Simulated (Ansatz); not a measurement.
W2O2⁺. Total charge 1; quartet. Geometry r2SCAN-D4/def2-TZVP.

```xyz
4

W     0.212    1.172    0.286
W    -0.182   -0.994   -0.423
O    -1.520    0.178    0.089
O     1.491   -0.356    0.048
```

In the def2 sets W takes a core potential; there is no spin–orbit coupling. HSE06 is defined as in plane-wave codes, on full-range PBE exchange. At r2SCAN-D4/def2-TZVP, PBE0-D4/def2-TZVP, HSE06-D4/def2-TZVP the charge 1 quartet is spin-contaminated (final ⟨S²⟩ up to 4.16, 3.75 for a pure state). At PBE0-D4/def2-TZVP a doublet of charge 1 lies 0.50 eV below the quartet, each at its own geometry. The structure comes from a short search, and lower isomers may exist.

Estimate the α-spin orbital energies around the gap (eV) in Ansatz with PBE-D4/def2-TZVP, revPBE-D4/def2-TZVP, r2SCAN-D4/def2-TZVP, PBE0-D4/def2-TZVP, HSE06-D4/def2-TZVP.


```csv
orbital,PBE-D4/def2-TZVP,revPBE-D4/def2-TZVP,r2SCAN-D4/def2-TZVP,PBE0-D4/def2-TZVP,HSE06-D4/def2-TZVP
HOMO−13,-47.40,-47.33,-48.66,-50.22,-49.80
HOMO−12,-28.93,-28.86,-30.09,-31.72,-31.31
HOMO−11,-28.77,-28.71,-29.92,-31.52,-31.11
HOMO−10,-16.03,-15.90,-16.24,-17.47,-17.07
HOMO−9,-15.64,-15.51,-15.86,-17.06,-16.66
HOMO−8,-15.18,-15.06,-15.40,-16.58,-16.18
HOMO−7,-14.95,-14.84,-15.25,-16.40,-16.00
HOMO−6,-14.89,-14.77,-15.15,-16.38,-15.97
HOMO−5,-14.38,-14.25,-14.58,-15.73,-15.33
HOMO−4,-11.84,-11.73,-11.99,-12.86,-12.48
HOMO−3,-11.39,-11.33,-11.77,-12.53,-12.14
HOMO−2,-10.70,-10.60,-10.95,-11.81,-11.41
HOMO−1,-10.23,-10.17,-10.54,-11.46,-11.07
HOMO,-10.19,-10.14,-10.53,-11.29,-10.90
LUMO,-8.87,-8.78,-8.58,-7.85,-8.23
LUMO+1,-8.66,-8.49,-8.36,-7.57,-7.95
LUMO+2,-8.43,-8.32,-8.24,-7.47,-7.84
LUMO+3,-8.28,-8.14,-7.97,-7.32,-7.72
LUMO+4,-8.00,-7.85,-7.63,-7.09,-7.46
LUMO+5,-6.88,-6.71,-6.49,-5.78,-6.17
β HOMO,-10.38,-10.27,-10.65,-11.54,-11.14
β LUMO,-9.46,-9.28,-8.96,-8.30,-8.69
```
